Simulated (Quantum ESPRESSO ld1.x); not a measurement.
Results of a calculation; reference values are marked as such.
Species: Pd8+. Configuration: [Kr] 4d2 (the NIST ground configuration). Level of theory: scalar-relativistic Kohn-Sham, relativistic LDA (MacDonald-Vosko exchange, VWN5 correlation), spin-unpolarised, spherical densities, point nucleus (ld1.x of Quantum ESPRESSO 7.5).

X-ray form factor f0, the Fourier transform of the density (f0(0) = 38):

| sin(theta)/lambda (1/angstrom) | f0 (electrons) |
|---|---|
| 0.05 | 37.746 |
| 0.1 | 37.008 |
| 0.15 | 35.848 |
| 0.2 | 34.359 |
| 0.25 | 32.650 |
| 0.3 | 30.830 |
| 0.4 | 27.221 |
| 0.5 | 24.042 |
| 0.6 | 21.450 |
| 0.8 | 17.649 |
| 1 | 14.754 |
| 1.25 | 11.676 |
| 1.5 | 9.239 |
| 2 | 6.432 |
